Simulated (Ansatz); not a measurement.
Basis sets compared for the cluster Ga2Te3⁺. The state is a doublet with charge 1. Geometry r2SCAN-D4/def2-SVP. Ansatz on 4 threads of Arm Neoverse V2 on a shared host; times are rough, and most runs start from earlier orbitals.

```csv
atom,x (Å),y (Å),z (Å)
Ga1,0.198,1.293,1.707
Ga2,-0.119,0.263,-2.131
Te3,-0.089,-1.743,0.473
Te4,1.986,-0.042,-0.151
Te5,-1.976,0.229,0.103
```

In the def2 sets Te takes a core potential; there is no spin–orbit coupling. The structure comes from a short search, and lower isomers may exist.

```
           level  functions  energy (Eh)  HOMO (eV)  LUMO (eV)  wall time
 PBE-D4/def2-SVP        142   -4652.6075      -9.19      -8.79      3.1 s
PBE0-D4/def2-SVP        142   -4652.7179     -10.09      -8.33        6 s
```

(1) Estimate the rows for PBE-D4/def2-TZVP (with forces), PBE0-D4/def2-TZVP.

Results:

(1) 
```
                         level  functions  energy (Eh)  HOMO (eV)  LUMO (eV)  wall time
PBE-D4/def2-TZVP (with forces)        246   -4653.1362      -9.12      -8.70        7 s
             PBE0-D4/def2-TZVP        246   -4653.2459     -10.00      -8.21       14 s
```
